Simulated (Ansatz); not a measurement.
Compare A (`CCCC#CCCCC`) with its isomer B (`C#CCCCCCCC`).

Calculated with Ansatz (gas phase, PBE0-D4/def2-TZVP geometries, no zero-point term in ΔE). CCSD(T)/CBS is the MP2 limit (def2-TZVPP, def2-QZVPP) plus CCSD(T) − MP2 in def2-TZVPP, frozen cores. Functionals use def2-TZVPP. B3LYP here is the variant with VWN-RPA as its local correlation; programs differ in this. Each species was taken in one conformer, which may not be the lowest.

Q: Which isomer does CCSD(T)/CBS put lower? Give the gap. (Estimate.)

A: Ansatz gave: A, by 5.3 kcal/mol.

Q: Give E(B) − E(A) in kcal/mol with MP2/def2-TZVPP, CCSD(T)/def2-SVP, B3LYP, B2PLYP, PBE-D4, ωB97M-V, CCSD(T)/def2-TZVPP. (Estimate.)

A: The calculation gave: MP2/def2-TZVPP 6.3, CCSD(T)/def2-SVP 6.0, B3LYP 7.4, B2PLYP 6.8, PBE-D4 7.6, ωB97M-V 5.9, CCSD(T)/def2-TZVPP 5.4. None reverses the order clearly.

Largest T1 diagnostic: 0.010.

Leaving LDA and LC-ωPBE aside and taking each functional with its dispersion term where it has one, the values spread over 1.7 kcal/mol, from ωB97M-V to PBE-D4. From BLYP to BHLYP (50 % exact exchange), in def2-TZVPP and without D4, E(B) − E(A) moves by −0.8 kcal/mol.
